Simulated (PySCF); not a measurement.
C₁₀H₁₂O, SMILES CC(C)c1ccccc1C=O (GFN2-xTB optimised geometry):

```
23

C     -1.091    -2.383    -1.514
C     -1.078    -1.885    -0.064
C     -2.509    -1.762     0.458
C     -0.289    -0.597     0.000
C     -0.934     0.634    -0.008
C     -0.231     1.827    -0.003
C      1.154     1.822     0.002
C      1.817     0.614     0.000
C      1.118    -0.597     0.000
C      1.936    -1.817     0.004
O      3.133    -1.838    -0.149
H     -1.575    -1.650    -2.156
H     -1.638    -3.321    -1.585
H     -0.079    -2.542    -1.880
H     -0.575    -2.632     0.557
H     -2.946    -2.754     0.549
H     -3.133    -1.188    -0.223
H     -2.526    -1.291     1.438
H     -2.011     0.673    -0.019
H     -0.771     2.763    -0.006
H      1.705     2.750     0.003
H      2.896     0.570    -0.001
H      1.388    -2.763     0.170
```

Computed with CAM-B3LYP/def2-SVP (PySCF).

Task: What are the frontier orbital energies and the dipole moment?

Result: HOMO-2 -8.70 eV, HOMO-1 -8.65 eV, HOMO -8.51 eV, LUMO -0.54 eV, LUMO+1 0.93 eV; dipole moment 3.29 D.

Meta-Löwdin charges at CAM-B3LYP/def2-SVP: C1 -0.28, C2 -0.05, C3 -0.29, C4 0.03, C5 -0.12, C6 -0.08, C7 -0.11, C8 -0.07, C9 -0.06, C10 0.26, O11 -0.39, H12 0.10, H13 0.09, H14 0.10, H15 0.09, H16 0.10, H17 0.09, H18 0.10, H19 0.10, H20 0.11, H21 0.11, H22 0.12, H23 0.06.
